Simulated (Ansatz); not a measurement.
Start from `[I][Al]([I])[I]` and change one atom or group to get `[CH3][Al]([I])[I]`.

Ansatz, PBE0-D4/def2-TZVP geometries, multiplicity 1. 

Elements past krypton have def2 core potentials.

| property | `[I][Al]([I])[I]` |
| --- | --- |
| HOMO energy (ωB97M-V/def2-TZVPP) / eV | -9.81 |
| HOMO–LUMO gap (PBE/def2-TZVPP) / eV | 3.95 |
| LUMO energy (B3LYP/def2-TZVPP) / eV | -2.12 |
| size of the dipole moment (PBE/def2-TZVPP) / D | 0.00 |
| HOMO–LUMO gap (ωB97M-V/def2-TZVPP) / eV | 9.57 |
| LUMO energy (PBE0/def2-TZVPP) / eV | -1.92 |

(1) What does the change do to each property? (Estimate.)

Results:

(1) Computed: 
```json
{"property": "HOMO energy (ωB97M-V/def2-TZVPP) / eV", "`[CH3][Al]([I])[I]`": "-9.69", "shift": "0.12"}
{"property": "HOMO–LUMO gap (PBE/def2-TZVPP) / eV", "`[CH3][Al]([I])[I]`": "4.31", "shift": "0.36"}
{"property": "LUMO energy (B3LYP/def2-TZVPP) / eV", "`[CH3][Al]([I])[I]`": "-1.61", "shift": "0.51"}
{"property": "size of the dipole moment (PBE/def2-TZVPP) / D", "`[CH3][Al]([I])[I]`": "1.61", "shift": "1.61"}
{"property": "HOMO–LUMO gap (ωB97M-V/def2-TZVPP) / eV", "`[CH3][Al]([I])[I]`": "9.88", "shift": "0.31"}
{"property": "LUMO energy (PBE0/def2-TZVPP) / eV", "`[CH3][Al]([I])[I]`": "-1.47", "shift": "0.45"}
```

With PBE0 the HOMO rises by 0.13 eV and the LUMO rises by 0.45 eV, so the gap widens by about 0.32 eV. PBE moves the HOMO by 0.13 eV and ωB97M-V by 0.12 eV.

B3LYP here is the variant with VWN-RPA as its local correlation; programs differ in this.

Spin–orbit coupling is left out; it splits and shifts lone-pair levels of the heavy atoms by tenths of an eV.
